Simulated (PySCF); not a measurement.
## Computed NMR parameters against published values

Atom-mapped SMILES (the numbers label the heavy atoms): `[CH3:1][O:2][c:3]1[cH:4][cH:5][cH:6][cH:7][n:8]1`; H(Xn) means a hydrogen on atom n.

Relativity neglected, isolated molecule, one computed conformer, one averaged value for each set of equivalent atoms. PBE0-D3(BJ)/def2-SVP geometry; σ from GIAO-B97-2/pcSseg-1; PySCF 2.14.0 with density-fitted response routines.

Reference values: estimated from measurements, as parent shift plus tabulated substituent increment (solution, not stated per compound (mostly CDCl3 or CCl4); Pretsch, Buehlmann, Badertscher, Structure Determination of Organic Compounds, 4th ed. (2009)).
```tsv
atoms	quantity	reference	computed	computed, scaled
C3	δ 13C	164.1	165.3	163.5
C7	δ 13C	146.9	150.4	148.6
C5	δ 13C	138.5	140.3	138.6
C6	δ 13C	116.6	117.6	115.9
C4	δ 13C	111.0	112.3	110.6
H(C7)	δ 1H	8.16	8.22	–
H(C5)	δ 1H	7.52	7.53	–
H(C6)	δ 1H	6.84	6.70	–
H(C4)	δ 1H	6.74	6.68	–
```

Computed shifts are σ(ref) − σ with the named reference compound (TMS for H and C) calculated as an isolated molecule at the same level. The measured values may be among those fitted. Shieldings were converted by linear fits to measured shifts (mostly CDCl3, TMS scale, for H and C): 13C (scatter 1.9 ppm rms). Occasional misses reach two or three times the rms, and more in compound classes unlike the fitted ones.

(1) How far are the unscaled 13C shifts from the references?

(2) How far are the unscaled 1H shifts from the references?

## Answers

(1) Mean signed difference +1.76 ppm, mean absolute 1.76 ppm over 5 comparisons; the largest is +3.5 ppm at C7 (aromatic CH next to a ring nitrogen).

(2) Mean signed difference -0.03 ppm, mean absolute 0.07 ppm over 4 comparisons; the largest is -0.14 ppm at H(C6) (hydrogen on an aromatic CH).
